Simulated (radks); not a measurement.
Isoelectronic series with 51 electrons, all held in the configuration [Kr] 4d10 5s2 5p3, which need not be the ground one along the series. Calculated with a radial shooting solver on a logarithmic mesh with Libxc functionals: Dirac Kohn-Sham, PBEsol, spin-unpolarised, spherical densities, finite nucleus; open shells fill j = l - 1/2 first; Fermi nuclear charge, rms radius of each element as measured or else 0.836 A^(1/3) + 0.57 fm. Total energies (hartree) and orbital eigenvalues (hartree):

ion    E (hartree)      5p3/2      5p1/2      5s1/2      4d5/2
Sb     -6480.51239   -0.16637   -0.18879   -0.46651   -1.20018
I2+    -7114.72320   -0.88069   -0.92846   -1.31818   -2.55350
Cs4+    -7783.0000   -1.84111   -1.92121   -2.41930   -4.26097
La6+    -8485.6385   -3.00933   -3.12973   -3.73441   -6.27476
Pr8+    -9223.0242   -4.36996   -4.53975   -5.25035   -8.57522
Pm10+   -9995.5915   -5.91486   -6.14429   -6.96083  -11.15167
Eu12+  -10803.8167   -7.63911   -7.93976   -8.86271  -13.99747
Tb14+  -11648.3173   -9.53958   -9.92445  -10.95463  -17.10816
Ho16+  -12529.5661  -11.61420  -12.09783  -13.23623  -20.48065
